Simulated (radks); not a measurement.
Problem. These are the eigenvalues of the occupied orbitals of an atom or ion with whole-number occupations (hartree). Calculated with a radial shooting solver on a logarithmic mesh with Libxc functionals: scalar-relativistic Kohn-Sham, LDA (Slater exchange, Perdew-Wang correlation), spin-unpolarised, spherical densities, point nucleus.

1s: -327.2349
2s: -41.63205
2p: -36.33650
3s: -6.73340
3p: -5.16457
3d: -2.61864

Which element is it, and in what charge state? The configuration may be excited.

Solution. Z = 29, copper, charge +4: Cu4+ in [Ar] 3d7. The list shows which subshells hold electrons but not how many an open one holds; the 1s level, -327.23 hartree, gives Z - s = 25.6 by -(Z - s)^2/2, which with screening and relativity narrows Z to a few neighbours, and the depths of the outer levels then fix element, charge and occupations together.
